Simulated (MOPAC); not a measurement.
MOPAC input (PM3):

```
PM3 FORCE THERMO(298,298) PRECISE LET UHF MS=0.5 GEO-OK AUX(PRECISION=9) THREADS=1
C2H3F2

C     1.39839466 1    0.05755337 1    0.31334531 1
C    -0.09011810 1   -0.02499338 1    0.32336849 1
F    -0.69656293 1    1.04296818 1   -0.25672209 1
F    -0.58004961 1   -1.07458729 1   -0.38594932 1
H     1.89602791 1    1.01760070 1    0.34073443 1
H     1.99827274 1   -0.83819577 1    0.22472703 1
H    -0.45235609 1   -0.10895111 1    1.37261124 1
```

From the output:

```
     H    7   4.406361

          HEAT OF FORMATION =     -75.807527 KCALS/MOLE

          ZERO POINT ENERGY      28.395 KCAL/MOL

           NORMAL COORDINATE ANALYSIS (Total motion = 1 Angstrom)

   Root No.       1         2         3         4         5         6         7         8

                 1 A"      2 A"      1 A'      2 A'      3 A'      3 A"      4 A'      4 A"

                 112.1     421.4     488.9     553.7     699.5     937.2    1007.4    1022.7

           1   -0.0000   -0.0000    0.0916    0.0109    0.0304   -0.0000   -0.0910    0.0000
           2   -0.0039   -0.0890    0.0221   -0.0092    0.0583   -0.0648    0.0084    0.0250
           3    0.0024    0.0544    0.0361   -0.0151    0.0953    0.0396    0.0137   -0.0153
           4   -0.0000    0.0000    0.0882    0.0178    0.0270   -0.0000    0.0212   -0.0000
           5   -0.0014    0.0579   -0.0162   -0.0595   -0.0361   -0.0036   -0.0098   -0.0003
           6    0.0009   -0.0354   -0.0264   -0.0974   -0.0590    0.0022   -0.0160    0.0002
           7    0.0087    0.0862   -0.0666   -0.0113   -0.0212    0.0141    0.0131   -0.0134
           8   -0.0062    0.0228    0.0539   -0.0488   -0.0233    0.0138    0.0013   -0.0401
           9   -0.0182   -0.0005   -0.0493    0.0635    0.0208   -0.0045   -0.0058   -0.0152
          10   -0.0087   -0.0862   -0.0667   -0.0113   -0.0212   -0.0140    0.0131    0.0134
          11    0.0133    0.0109   -0.0684    0.0788    0.0291    0.0103   -0.0057   -0.0048
          12    0.0138   -0.0200    0.0255   -0.0145   -0.0113   -0.0102   -0.0015    0.0426
          13   -0.0263   -0.1678    0.0944    0.0154    0.0349    0.3310   -0.1197   -0.0890
          14    0.2143   -0.2043    0.0979    0.1485   -0.1590    0.1202   -0.0141   -0.0253
          15    0.4151    0.0635    0.1646    0.2534   -0.2851   -0.0483    0.0060    0.0041
          16    0.0263    0.1677    0.0945    0.0153    0.0349   -0.3309   -0.1196    0.0890
          17   -0.2718   -0.1497    0.1019    0.1579   -0.1813    0.0979    0.0117   -0.0152
          18   -0.3799    0.1529    0.1622    0.2477   -0.2715   -0.0850   -0.0098    0.0207
          19   -0.0000    0.0000    0.1806    0.0550    0.0443    0.0000    0.5761    0.0002
          20   -0.0135    0.0902    0.0026   -0.0520   -0.0335    0.1438    0.1033    0.5932
          21    0.0083   -0.0552    0.0043   -0.0849   -0.0547   -0.0879    0.1692   -0.3627

   Root No.       9        10        11        12        13        14        15

                 5 A'      6 A'      7 A'      5 A"      8 A'      9 A'      6 A"

                1127.5    1302.6    1505.0    1534.4    2808.1    3143.4    3198.5

           1    0.0827   -0.0763   -0.1132   -0.0000    0.0008    0.0410   -0.0000
           2    0.0004   -0.0007   -0.0049   -0.0285   -0.0002   -0.0009   -0.0565
           3    0.0006   -0.0012   -0.0081    0.0175   -0.0003   -0.0014    0.0346
           4   -0.0741   -0.0046    0.2777    0.0001    0.0244   -0.0000    0.0000
           5    0.0430   -0.0131    0.0864    0.2670   -0.0391   -0.0000   -0.0004
           6    0.0703   -0.0214    0.1415   -0.1633   -0.0639   -0.0000    0.0002
           7   -0.0183    0.0075   -0.0464   -0.0407    0.0007   -0.0001    0.0004
           8   -0.0584    0.0170   -0.0928   -0.0980    0.0022   -0.0002    0.0002
           9   -0.0029    0.0001   -0.0021    0.0041    0.0004    0.0000    0.0001
          10   -0.0183    0.0075   -0.0464    0.0407    0.0007   -0.0001   -0.0005
          11    0.0240   -0.0077    0.0404   -0.0483   -0.0007    0.0001    0.0000
          12   -0.0533    0.0152   -0.0836    0.0854    0.0021   -0.0002   -0.0002
          13    0.1730    0.3400    0.0037    0.1193    0.0009   -0.2412   -0.2443
          14    0.0542    0.2087    0.0639    0.0394   -0.0036    0.3573    0.3436
          15   -0.0091   -0.1267   -0.0246   -0.0193   -0.0008   -0.2064   -0.1974
          16    0.1730    0.3398    0.0036   -0.1193    0.0009   -0.2414    0.2445
          17   -0.0328   -0.2080   -0.0509    0.0352    0.0010   -0.3464    0.3322
          18    0.0441    0.1281    0.0457   -0.0263   -0.0036    0.2240   -0.2158
          19    0.2410    0.0036   -0.2183   -0.0001   -0.3297   -0.0014    0.0000
          20    0.1105   -0.0124    0.0035   -0.1595    0.4414    0.0011   -0.0011
          21    0.1808   -0.0202    0.0057    0.0975    0.7217    0.0019    0.0007

           MASS-WEIGHTED COORDINATE ANALYSIS (NORMAL COORDINATES)

   Root No.       1         2         3         4         5         6         7         8

                 1 A"      2 A"      1 A'      2 A'      3 A'      3 A"      4 A'      4 A"

                 112.1     421.4     488.9     553.7     699.5     937.2    1007.4    1022.7

           1   -0.0000   -0.0001    0.3733    0.0487    0.1484   -0.0001   -0.4359    0.0000
           2   -0.0201   -0.3829    0.0900   -0.0412    0.2843   -0.3699    0.0401    0.1124
           3    0.0123    0.2340    0.1473   -0.0675    0.4649    0.2263    0.0655   -0.0687
           4   -0.0000    0.0001    0.3593    0.0793    0.1317   -0.0000    0.1017   -0.0000
           5   -0.0072    0.2493   -0.0659   -0.2661   -0.1760   -0.0208   -0.0467   -0.0014
           6    0.0044   -0.1524   -0.1077   -0.4351   -0.2878    0.0127   -0.0764    0.0009
           7    0.0559    0.4668   -0.3414   -0.0637   -0.1299    0.1009    0.0790   -0.0758
           8   -0.0399    0.1232    0.2764   -0.2742   -0.1431    0.0990    0.0076   -0.2274
           9   -0.1169   -0.0028   -0.2524    0.3569    0.1275   -0.0321   -0.0350   -0.0860
          10   -0.0559   -0.4668   -0.3416   -0.0636   -0.1299   -0.1008    0.0791    0.0758
          11    0.0859    0.0588   -0.3505    0.4427    0.1787    0.0737   -0.0346   -0.0271
          12    0.0888   -0.1084    0.1309   -0.0814   -0.0693   -0.0736   -0.0092    0.2416
          13   -0.0389   -0.2092    0.1115    0.0199    0.0494    0.5476   -0.1660   -0.1162
          14    0.3177   -0.2547    0.1156    0.1923   -0.2247    0.1988   -0.0195   -0.0330
          15    0.6153    0.0792    0.1943    0.3281   -0.4029   -0.0799    0.0083    0.0053
          16    0.0389    0.2091    0.1115    0.0199    0.0494   -0.5475   -0.1660    0.1161
          17   -0.4029   -0.1867    0.1202    0.2044   -0.2562    0.1620    0.0163   -0.0198
          18   -0.5632    0.1906    0.1914    0.3207   -0.3837   -0.1406   -0.0136    0.0270
          19   -0.0000    0.0000    0.2132    0.0712    0.0626    0.0000    0.7994    0.0002
          20   -0.0200    0.1125    0.0031   -0.0673   -0.0473    0.2379    0.1434    0.7743
          21    0.0123   -0.0688    0.0051   -0.1100   -0.0774   -0.1455    0.2348   -0.4735

   Root No.       9        10        11        12        13        14        15

                 5 A'      6 A'      7 A'      5 A"      8 A'      9 A'      6 A"

                1127.5    1302.6    1505.0    1534.4    2808.1    3143.4    3198.5

           1    0.3891   -0.3966   -0.2862   -0.0000    0.0030    0.2049   -0.0001
           2    0.0017   -0.0039   -0.0124   -0.0761   -0.0007   -0.0043   -0.2801
           3    0.0029   -0.0065   -0.0204    0.0466   -0.0011   -0.0069    0.1712
           4   -0.3485   -0.0240    0.7023    0.0002    0.0890   -0.0001    0.0000
           5    0.2023   -0.0680    0.2185    0.7127   -0.1423   -0.0001   -0.0020
           6    0.3307   -0.1112    0.3577   -0.4358   -0.2327   -0.0001    0.0012
           7   -0.1083    0.0487   -0.1477   -0.1366    0.0033   -0.0007    0.0028
           8   -0.3456    0.1113   -0.2952   -0.3289    0.0101   -0.0013    0.0011
           9   -0.0174    0.0005   -0.0068    0.0136    0.0018    0.0000    0.0004
          10   -0.1083    0.0487   -0.1476    0.1365    0.0032   -0.0007   -0.0028
          11    0.1420   -0.0501    0.1285   -0.1621   -0.0030    0.0008    0.0002
          12   -0.3156    0.0995   -0.2658    0.2866    0.0098   -0.0010   -0.0011
          13    0.2359    0.5119    0.0027    0.0922    0.0009   -0.3492   -0.3505
          14    0.0738    0.3142    0.0468    0.0305   -0.0038    0.5174    0.4930
          15   -0.0124   -0.1907   -0.0180   -0.0149   -0.0008   -0.2989   -0.2832
          16    0.2358    0.5117    0.0026   -0.0922    0.0009   -0.3495    0.3508
          17   -0.0447   -0.3132   -0.0373    0.0272    0.0010   -0.5017    0.4766
          18    0.0601    0.1929    0.0334   -0.0203   -0.0038    0.3243   -0.3097
          19    0.3285    0.0054   -0.1599   -0.0000   -0.3478   -0.0020    0.0000
          20    0.1506   -0.0186    0.0026   -0.1233    0.4656    0.0016   -0.0016
          21    0.2464   -0.0304    0.0042    0.0754    0.7613    0.0027    0.0010

          DESCRIPTION OF VIBRATIONS

 VIBRATION          1    1A"         ATOM PAIR     ENERGY CONTRIBUTION    RADIAL
 FREQUENCY           112.11         C 1 -- H 5         +48.5% (255.1%)      0.0%
 TRANSITION DIPOLE   0.0457         C 1 -- H 6         +48.5% (255.1%)      0.0%
 TRAVEL (Ang.)       0.0000         F 3 -- F 4          +0.9% ( 35.0%)      0.0%
 REDUCED MASS        0.4793         C 2 -- F 4          +0.6% ( 29.5%)      0.3%
 EFFECTIVE MASS      3.2734
 FORCE CONSTANT      0.0035

 VIBRATION          2    2A"         ATOM PAIR     ENERGY CONTRIBUTION    RADIAL
 FREQUENCY           421.43         C 1 -- C 2         +31.9% (160.8%)      0.0%
 TRANSITION DIPOLE   0.0864         C 1 -- H 6         +15.2% (110.9%)     85.5%
 TRAVEL (Ang.)       0.2450         C 1 -- H 5         +15.2% (110.9%)     85.6%
 REDUCED MASS        2.6654         F 3 -- F 4         +11.8% ( 97.9%)      0.0%
 EFFECTIVE MASS     24.2055
 FORCE CONSTANT      0.2789

 VIBRATION          3    1A'         ATOM PAIR     ENERGY CONTRIBUTION    RADIAL
 FREQUENCY           488.93         C 2 -- F 4         +17.9% ( 95.8%)      0.2%
 TRANSITION DIPOLE   0.6289         C 2 -- F 3         +17.9% ( 95.8%)      0.2%
 TRAVEL (Ang.)       0.2106         C 1 -- C 2         +17.1% ( 93.6%)      0.2%
 REDUCED MASS        3.1092         C 1 -- H 5         +13.1% ( 82.1%)     24.4%
 EFFECTIVE MASS     17.6613         C 1 -- H 6         +13.1% ( 82.1%)     24.4%
 FORCE CONSTANT      0.4379         C 2 -- H 7         +11.6% ( 77.1%)     77.6%

 VIBRATION          4    2A'         ATOM PAIR     ENERGY CONTRIBUTION    RADIAL
 FREQUENCY           553.69         C 2 -- F 4         +22.5% (104.4%)      0.6%
```
